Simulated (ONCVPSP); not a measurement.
Configuration tests for Pt (ONCV)

- Element: Pt (Z = 78)
- Generator: ONCVPSP 4.0.1
- Type: optimised norm-conserving Vanderbilt (ONCV)
- Functional: revPBE
- Relativity: scalar-relativistic
- Frozen core: [Kr] 4d10 4f14
- Valence charge: 18
- Reference configuration: 5s2 5p6 5d8 6s2
- Partial waves: 5s+6s: rc 1.40 bohr, ncon 3, nbas 8, qcut 9.9 1/bohr, 3 projectors, debl 3.4 Ha; 5p: rc 1.75 bohr, ncon 4, nbas 8, qcut 8.8 1/bohr, 2 projectors, debl 1.2 Ha; 5d: rc 1.50 bohr, ncon 4, nbas 9, qcut 6.1 1/bohr, 2 projectors, debl 2.6 Ha
- Local potential: polynomial inside 0.90 bohr (lpopt 3, dvloc0 0 Ha)
- Core correction: Teter function, fcfact 5.5, rcfact 1.5

In the p channel the program set the typed energies aside and used -2.151, 0.250 Ha.

Energies are relative to the spin-unpolarised reference configuration 5s2 5p6 5d8 6s2; without spin polarisation the order of configurations can differ from experiment.

Question: Give the all-electron excitation energy and the error of the potential for: 5s2 5p6 5d9 6s1; 5s2 5p6 5d9 6s0; 5s2 5p6 5d8 6s0; 5s2 5p6 5d8 6s1.

Answer:

```csv
valence configuration,charge,ΔE all-electron (eV),error AE − PS (meV)
5s2 5p6 5d9 6s1,0,-1.038,-8.7
5s2 5p6 5d9 6s0,+1,8.034,-20
5s2 5p6 5d8 6s0,+2,27.915,-16
5s2 5p6 5d8 6s1,+1,10.062,-4.9
```
